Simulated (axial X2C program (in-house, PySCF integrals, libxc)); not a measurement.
# What spin–orbit coupling does to MoBr

Calculated with an in-house all-electron X2C program for linear molecules (integrals from PySCF). Spin-free means the one-electron spin-free X2C Hamiltonian; two-component (2c) means X2C with spin–orbit coupling and atomic mean-field two-electron Coulomb and Gaunt terms, so the difference of the two also holds small scalar two-electron terms. Basis: Mo dyall-v3z [11s12p9d3f2g], Br dyall-v3z [8s9p6d1f] (cores contracted in-house); Gaussian nuclei, density fitting, unrestricted open shells. Masses: Mo 97.905 u, Br 78.918 u.

Spin-free state: M_S = 5/2, Λ = 0 (beyond evenly filled blocks: σα, π+α, π-α, δ+α, δ-α); fragments Mo + Br.

```tsv
level	Re (Å)	ωe (cm⁻¹)	De (eV)	μ (D)
PBE0	2.435	264.8	3.317	-4.56
HF	2.544	230.5	2.124	-6.56
MP2	2.424	274.6	3.289	n/a
B97-3	2.456	255.5	3.455	-4.60
BLYP	2.454	257.5	3.396	-3.69
```

Correlated methods: 21 electrons correlated (number of frozen shells: Mo 3 s, 2 p, 1 d; Br 3 s, 2 p, 1 d), 265 virtual spin orbitals or spinors in MP2.

Dipoles are positive if Br is the positive end.

Two-component determinant lowest at the distance of the search:

Ω = 5/2 (⟨Sz⟩ = 2.50, ⟨Lz⟩ = 0.00 at HF); fragments Mo + Br.

| level | Re (Å) | ωe (cm⁻¹) | De (eV) | μ (D) |
| --- | --- | --- | --- | --- |
| PBE0 | 2.436 | 264.1 | 3.211 | -4.55 |
| HF | 2.546 | 229.9 | 1.959 | -6.57 |
| MP2 | 2.425 | 274.1 | 3.144 | n/a |
| B97-3 | 2.451 | 256.6 | 3.355 | -4.51 |
| BLYP | 2.455 | 256.7 | 3.246 | -3.68 |

**Question.** From the two tables, how do the constants change at the MP2 level (2c against spin-free)?

**Answer.** At the MP2 level Re goes up by 0.001 Å and ωe goes down by 0.5 cm⁻¹; De changes by -0.145 eV.

Occupations by symmetry block were frozen at the best pattern of an incomplete PBE0 search. De is counted from the lowest determinant-based energies of the atoms at the same level, without counterpoise correction. Density functionals use the spin component along the axis (collinear). Without a current term, density functionals place determinants with orbital angular momentum somewhat too high. With several unpaired electrons one determinant need not be a pure state. This is the top spin component of a Σ state; components of lower Ω are not single determinants and can lie lower.
